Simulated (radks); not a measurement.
Values are calculated unless marked as measured or tabulated.
Spherical quantum dot in the effective-mass picture: electrons in a parabolic well V = omega^2 r^2 / 2 with omega = 0.597, with a point charge +2 (a donor) at the centre, all in effective atomic units (hartree* = m*/eps^2 hartree, bohr* = eps/m* bohr), one dielectric constant everywhere. Level of theory: non-relativistic Kohn-Sham, LDA (Slater exchange, Perdew-Wang correlation), spin-polarised, spherical densities (a radial shooting solver with Libxc functionals). Levels are named by radial order and angular momentum (1s, 1p, 1d, 2s, ...), and open shells are averaged over m.

N = 39, configuration 1s2 1p6 1d10 2s2 1f14 2p(up 3, down 2). This is the lowest configuration that the search found. Occupied and some empty levels:

level    occupation  eigenvalue (hartree*)  <r> (bohr*)
1s up             1                 10.800        1.066
1s down           1                 10.812        1.064
2s up             1                 11.379        3.258
2s down           1                 11.383        3.261
1p up             3                 11.396        3.218
1p down           3                 11.402        3.235
1d up             5                 11.616        3.702
1d down           5                 11.619        3.705
1f up             7                 11.855        4.017
1f down           7                 11.858        4.016
2p up             3                 11.914        3.286
2p down           2                 11.924        3.289
3s up             0                 11.982        3.447
3s down           0                 11.989        3.455
1g up             0                 12.121        4.266
1g down           0                 12.124        4.264
2d up             0                 12.254        3.687
2d down           0                 12.261        3.699

Energy (hartree*): total 266.858, kinetic 21.792, external 66.994, Hartree 191.91, exchange-correlation -13.838.

Electron density:

r (bohr*)  n(r) (e/bohr*^3)
0.337                 1.047
0.711                0.3181
1.09                 0.1480
1.46                 0.1050
1.83                0.09134
2.21                0.08544
2.58                0.08391
2.96                0.08535
3.33                0.08605
3.71                0.08121
4.08                0.06828
4.46                0.04936
4.83                0.02982
5.21                0.01480
5.58               0.005972
5.96               0.001942
6.33              0.0005096
6.71              0.0001081
7.08             0.00001864
7.46              2.601e-06
